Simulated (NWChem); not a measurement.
C$_{4}$H$_{3}$N; SMILES C#CCC#N

```xyz
8

C      0.5835    -2.1932     0.0000
C     -0.0617    -1.1715     0.0000
C     -0.8549     0.0546     0.0000
C     -0.0470     1.2758     0.0000
N      0.5757     2.2497     0.0000
H      1.1615    -3.0993     0.0000
H     -1.5163     0.0786     0.8833
H     -1.5163     0.0786    -0.8833
```
Atoms are numbered in this order, from 1.

Level: PBE0/def2-SVP (NWChem), optimised geometry, unscaled harmonic frequencies. 

List the harmonic frequencies with IR intensities, and the thermochemistry.


```tsv
frequency (cm⁻¹)	IR intensity (km/mol)
139	2.9
323	10.2
362	8.1
369	3.5
580	2.2
709	38.8
727	33.3
916	0.2
924	5.4
1018	2.7
1217	0.0
1330	9.4
1410	13.1
2266	0.1
2423	7.1
3062	0.7
3113	1.7
3489	78.5
```

| Item | Value |
|---|---|
| zero-point energy | 34.8 kcal/mol |
| thermal correction to the enthalpy at 298.15 K (with zero-point energy) | 38.6 kcal/mol |
| heat capacity Cv | 17.0 cal/(mol K) |
| entropy at 298.15 K and 1 atm (symmetry number 1) | 71.4 cal/(mol K) |
| dipole moment | 3.56 D |

Rigid rotor and harmonic oscillator.
